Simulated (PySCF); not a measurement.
Predicted microwave data (PBE0/pcSseg-1 in PySCF (dipole) on a GFN2-xTB geometry, gas phase) for one isomer of C9H11OP:

| Item | Value |
| --- | --- |
| Rotational constants | A = 1367, B = 816.7, C = 516.2 MHz |
| Dipole components | \|μa\| = 2.11 D, \|μb\| = 0.79 D, \|μc\| = 0.00 D |
| Inertial defect | -9.39 u·Å² |
| κ | -0.29 |

Question: Which candidate fits, each taken in the one conformer that was computed?
A. `[CH3:1][O:2][c:3]1[cH:4][c:5]([CH:6]2[CH2:7][CH2:8]2)[cH:9][cH:10][p:11]1` with C1–O2–C3–C4 -179°, C4–C5–C6–C7 -143°
B. `[CH3:1][c:2]1[cH:3][c:4]([CH:5]=[O:6])[c:7]([CH3:8])[p:9][c:10]1[CH3:11]` with C3–C4–C5–O6 1°
C. `[CH3:1][O:2]/[CH:3]=[P:4]\[c:5]1[cH:6][cH:7][cH:8][cH:9][c:10]1[CH3:11]` with C1–O2–C3–P4 177°, C3–P4–C5–C6 67°
D. `[OH:1][CH2:2][P:3]1[CH2:4][c:5]2[cH:6][cH:7][cH:8][cH:9][c:10]2[CH2:11]1` with H–O1–C2–P3 62°, O1–C2–P3–C4 71°, C2–P3–C4–C5 77°, P3–C4–C5–C6 -165°, C9–C10–C11–P3 165°, C2–P3–C11–C10 -77°
E. `[CH3:1][C:2]1=[CH:3][CH2:4][CH2:5][P:6]1[c:7]1[cH:8][cH:9][cH:10][o:11]1` with C5–P6–C7–C8 -47°, C2–C3–C4–C5 18°, C3–C4–C5–P6 -26°, C4–C5–P6–C7 -73°, C1–C2–P6–C5 167°

Answer: B. It is Cc1cc(C=O)c(C)pc1C, an asymmetric top, point group Cs. The candidates at the same level (rigid rotor, commonest isotopes):

```
            SMILES  A (MHz)  B (MHz)  C (MHz)  μa (D)  μb (D)  μc (D)  Δ (u·Å²)  point group                        rotor
Cc1cc(C=O)c(C)pc1C     1367    816.7    516.2    2.11    0.79    0.00     -9.39           Cs               asymmetric top
 COc1cc(C2CC2)ccp1     2234    555.6    462.4    0.96    0.55    0.02    -42.74            –               asymmetric top
  CO/C=P\c1ccccc1C     1403    716.1    587.2    1.91    1.43    1.59   -205.23           C1               asymmetric top
   OCP1Cc2ccccc2C1     1909    664.5    603.7    0.30    0.96    0.08   -188.02           C1  near-prolate asymmetric top
  CC1=CCCP1c1ccco1     1591    828.2    685.0    0.04    0.66    1.50   -190.14           C1               asymmetric top
```

`CC1=CCCP1c1ccco1` has C 33 % too high; `CO/C=P\c1ccccc1C` has C 14 % too high; `OCP1Cc2ccccc2C1` has A 40 % too high; `COc1cc(C2CC2)ccp1` has A 63 % too high. In the right answer the mirror of this Cs structure is the ab plane, so μc vanishes by symmetry (the 0.01 D computed is a residue). No structure here is proved a minimum.
